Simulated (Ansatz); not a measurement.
`C[Si](C)(C)C#Cc1ccc(-c2ccc(-c3ccc(-c4ccc(-c5ccc(-c6ccc(C#C[Si](C)(C)C)s6)s5)s4)s3)s2)s1`. Charge 0, multiplicity 3. Geometry PBE-D4/def2-SVP, that of the neutral singlet; atoms count from 1.

```xyz
72

C    -7.948   -8.667  -10.686
Si   -8.501   -6.867  -10.509
C   -10.338   -6.785  -10.070
C    -8.154   -5.908  -12.101
C    -7.536   -6.088   -9.140
C    -6.895   -5.578   -8.210
C    -6.164   -4.993   -7.162
C    -6.158   -5.319   -5.801
C    -5.292   -4.509   -5.034
C    -4.615   -3.543   -5.787
C    -3.668   -2.552   -5.344
C    -3.025   -1.551   -6.078
C    -2.148   -0.757   -5.307
C    -2.098   -1.129   -3.960
C    -1.318   -0.542   -2.901
C    -0.605    0.661   -2.915
C     0.065    0.932   -1.701
C    -0.119   -0.053   -0.726
C     0.409   -0.122    0.610
C     0.272   -1.133    1.566
C     0.942   -0.862    2.779
C     1.612    0.365    2.783
C     2.400    0.948    3.838
C     2.869    0.339    5.007
C     3.618    1.207    5.832
C     3.745    2.500    5.318
C     4.433    3.639    5.870
C     4.499    4.948    5.381
C     5.268    5.815    6.187
C     5.811    5.190    7.315
C     6.620    5.735    8.327
C     7.335    6.207    9.222
Si    8.405    6.932   10.542
C     9.272    8.451    9.824
C     9.671    5.630   11.070
C     7.318    7.424   12.008
S     5.348    3.494    7.355
S     2.902    2.626    3.785
S     1.399    1.180    1.246
S    -1.140   -1.337   -1.349
S    -3.168   -2.485   -3.664
S    -5.067   -3.654   -7.474
H    -8.513   -9.170  -11.498
H    -6.868   -8.729  -10.928
H    -8.121   -9.230   -9.747
H   -10.673   -5.734   -9.957
H   -10.542   -7.313   -9.117
H   -10.951   -7.259  -10.865
H    -8.451   -4.845  -11.998
H    -7.076   -5.940  -12.359
H    -8.724   -6.345  -12.948
H    -6.777   -6.129   -5.395
H    -5.157   -4.612   -3.948
H    -3.193   -1.410   -7.155
H    -1.544    0.064   -5.718
H    -0.587    1.329   -3.786
H     0.674    1.829   -1.525
H    -0.308   -2.048    1.377
H     0.932   -1.534    3.647
H     2.683   -0.718    5.239
H     4.070    0.905    6.787
H     3.989    5.258    4.458
H     5.437    6.879    5.974
H     8.534    9.204    9.482
H     9.905    8.174    8.957
H     9.921    8.926   10.588
H    10.337    6.034   11.860
H     9.168    4.727   11.473
H    10.301    5.317   10.213
H     7.933    7.870   12.818
H     6.556    8.170   11.704
H     6.787    6.544   12.423
```

Single mean-field runs in def2-SVP are fitted with def2-universal-jkfit. At PBE0-D4/def2-SVP a singlet of charge 0 lies 1.61 eV below the triplet at the same geometry.

**Question.** Estimate the Mulliken populations of the heavy atoms from the PBE0/def2-SVP orbitals of Ansatz.

**Answer.** 
| atom | charge (e) | spin (α − β) |
| --- | --- | --- |
| C1 | -0.33 | 0.00 |
| Si2 | 0.53 | 0.00 |
| C3 | -0.33 | 0.00 |
| C4 | -0.33 | 0.00 |
| C5 | -0.40 | 0.10 |
| C6 | 0.15 | -0.06 |
| C7 | -0.17 | 0.13 |
| C8 | 0.05 | -0.08 |
| C9 | -0.04 | 0.13 |
| C10 | -0.08 | -0.09 |
| C11 | -0.07 | 0.23 |
| C12 | -0.02 | -0.11 |
| C13 | -0.01 | 0.20 |
| C14 | -0.09 | -0.06 |
| C15 | -0.08 | 0.28 |
| C16 | 0.00 | -0.02 |
| C17 | -0.03 | 0.15 |
| C18 | -0.07 | 0.14 |
| C19 | -0.07 | 0.13 |
| C20 | -0.03 | 0.16 |
| C21 | 0.00 | -0.03 |
| C22 | -0.08 | 0.28 |
| C23 | -0.09 | -0.07 |
| C24 | -0.01 | 0.20 |
| C25 | -0.02 | -0.11 |
| C26 | -0.07 | 0.23 |
| C27 | -0.08 | -0.09 |
| C28 | -0.04 | 0.13 |
| C29 | 0.05 | -0.07 |
| C30 | -0.17 | 0.13 |
| C31 | 0.15 | -0.06 |
| C32 | -0.40 | 0.09 |
| Si33 | 0.53 | 0.00 |
| C34 | -0.33 | 0.00 |
| C35 | -0.33 | 0.00 |
| C36 | -0.32 | 0.00 |
| S37 | 0.16 | 0.02 |
| S38 | 0.13 | 0.02 |
| S39 | 0.11 | 0.04 |
| S40 | 0.11 | 0.04 |
| S41 | 0.13 | 0.02 |
| S42 | 0.16 | 0.02 |
Mulliken values depend strongly on the basis.

**Question.** Where does the spin sit?

**Answer.** Summed by element: C 1.87, Si -0.01, S 0.17, H -0.03, of 2 unpaired in all. Largest on single atoms: C22 0.28, C15 0.28, C11 0.23.

**Question.** And the Mayer bond orders between heavy atoms (over 0.3, the first 40 of 47)?

**Answer.** C1–Si2 1.02 (1.89 Å); Si2–C3 1.02 (1.89 Å); Si2–C4 1.02 (1.89 Å); Si2–C5 0.85 (1.85 Å); C5–C6 2.70 (1.24 Å); C6–C7 1.07 (1.41 Å); C7–C8 1.44 (1.40 Å); C7–S42 1.09 (1.76 Å); C8–C9 1.32 (1.41 Å); C9–C10 1.42 (1.40 Å); C10–C11 1.22 (1.44 Å); C10–S42 1.12 (1.75 Å); C11–C12 1.39 (1.40 Å); C11–S41 1.10 (1.75 Å); C12–C13 1.38 (1.41 Å); C13–C14 1.36 (1.40 Å); C14–C15 1.27 (1.44 Å); C14–S41 1.09 (1.75 Å); C15–C16 1.30 (1.40 Å); C15–S40 1.08 (1.75 Å); C16–C17 1.47 (1.41 Å); C17–C18 1.25 (1.40 Å); C18–C19 1.39 (1.44 Å); C18–S40 1.06 (1.75 Å); C19–C20 1.25 (1.40 Å); C19–S39 1.06 (1.75 Å); C20–C21 1.46 (1.41 Å); C21–C22 1.31 (1.40 Å); C22–C23 1.27 (1.44 Å); C22–S39 1.08 (1.75 Å); C23–C24 1.37 (1.40 Å); C23–S38 1.09 (1.75 Å); C24–C25 1.37 (1.41 Å); C25–C26 1.39 (1.40 Å); C26–C27 1.22 (1.44 Å); C26–S38 1.10 (1.75 Å); C27–C28 1.42 (1.40 Å); C27–S37 1.12 (1.75 Å); C28–C29 1.32 (1.41 Å); C29–C30 1.44 (1.40 Å).
